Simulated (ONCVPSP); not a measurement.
# V (Z = 23): excitation energies, all-electron against ONCV

```
Element                 : V (Z = 23)
Generator               : ONCVPSP 4.0.1
Type                    : optimised norm-conserving Vanderbilt (ONCV)
Functional              : PBE
Relativity              : scalar-relativistic
Frozen core             : [Ar]
Valence charge          : 5
Reference configuration : 3d4 4s1
Partial waves           : 4s: rc 2.85 bohr, ncon 4, nbas 8, qcut 2.2 1/bohr, 3 projectors, debl 1.5 Ha; p scattering state at 0.07 Ha: rc 2.20 bohr, ncon 5, nbas 9, qcut 3.6 1/bohr, 1 projector; 3d: rc 1.75 bohr, ncon 5, nbas 10, qcut 10.4 1/bohr, 3 projectors, debl 1.4 Ha
Local potential         : polynomial inside 1.10 bohr (lpopt 4, dvloc0 1 Ha)
Core correction         : Teter function, fcfact 5.5, rcfact 1.3
```

Energies are relative to the spin-unpolarised reference configuration 3d4 4s1; without spin polarisation the order of configurations can differ from experiment.

```csv
valence configuration,charge,ΔE all-electron (eV),error AE − PS (meV)
3d3 4s2,0,-0.586,-84
3d3 4s1,+1,7.149,-64
3d3 4s0,+2,21.445,-81
3d2 4s2,+1,10.389,-493
```

Note: no bound ghost flagged; GHOST(+) flagged for p at 6.2 eV, s at 67.9 eV.
